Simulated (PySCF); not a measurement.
**Working out the excitation energy of Ca**

Ca [Ar] 4s2 (1S) → Ca [Ar] 3d2 (3F). All numbers are calculated (PySCF 2.14, scalar relativity by spin-free X2C-1e, in aug-cc-pVDZ-X2C (6s5p3d, 36 functions)). Frozen: [Ar]. Energies in hartree (1 hartree = 27.21139 eV):

```csv
part,Ca (lower),Ca (upper)
UHF,-679.629220,-679.424564
MP2 opposite-spin,-0.017550,0.000000
MP2 same-spin,0.000000,-0.005159
```

**Question.** What does Hartree-Fock give?

**Answer.** (-679.424564) − (-679.629220) = 0.204656 hartree = 5.569 eV.

**Question.** What do MP2 and SCS-MP2 (6/5 opposite-spin, 1/3 same-spin) give?

**Answer.** The opposite-spin parts differ by 0.478 eV and the same-spin parts by -0.140 eV. MP2: 5.569 + (0.478) + (-0.140) = 5.907 eV. SCS-MP2: 5.569 + 1.2 × (0.478) + (-0.140)/3 = 6.096 eV.

A double-zeta basis recovers only part of the correlation energy.
